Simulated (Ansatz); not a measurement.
Mulliken charges of CH4F2N2Si (`N[SiH](F)/N=C/F`) from B3LYP/def2-TZVPP in Ansatz (PBE0-D4/def2-TZVP geometry).

| atom | x (Å) | y (Å) | z (Å) | charge (e) |
| --- | --- | --- | --- | --- |
| N1 | -0.178 | -1.828 | -0.494 | -0.392 |
| Si2 | 0.566 | -0.315 | -0.527 | 0.712 |
| F3 | 1.788 | -0.198 | 0.509 | -0.334 |
| N4 | -0.646 | 0.837 | -0.118 | -0.239 |
| C5 | -0.557 | 1.690 | 0.772 | 0.112 |
| F6 | -1.549 | 2.552 | 1.005 | -0.167 |
| H7 | 0.282 | -2.681 | -0.759 | 0.141 |
| H8 | -1.049 | -1.982 | -0.016 | 0.152 |
| H9 | 1.162 | -0.009 | -1.839 | -0.097 |
| H10 | 0.263 | 1.883 | 1.469 | 0.112 |

By hand: the dipole of these point charges (1 e Å = 4.8032 D).

Σ q r = (0.023, -0.346, -0.171) e Å, of length 0.387 e Å = 1.86 D.

How does the dipole of the full density compare? (Best estimate.)

Ansatz gave: (0.076, -0.331, 0.083) e Å, 1.68 D; the point charges give 1.11 times that, at 41° from its direction.

Point charges leave out the atoms' own dipoles, such as those of lone pairs, and Mulliken's split depends on the basis, so the two needn't agree.

B3LYP here is the variant with VWN-RPA as its local correlation; programs differ in this.
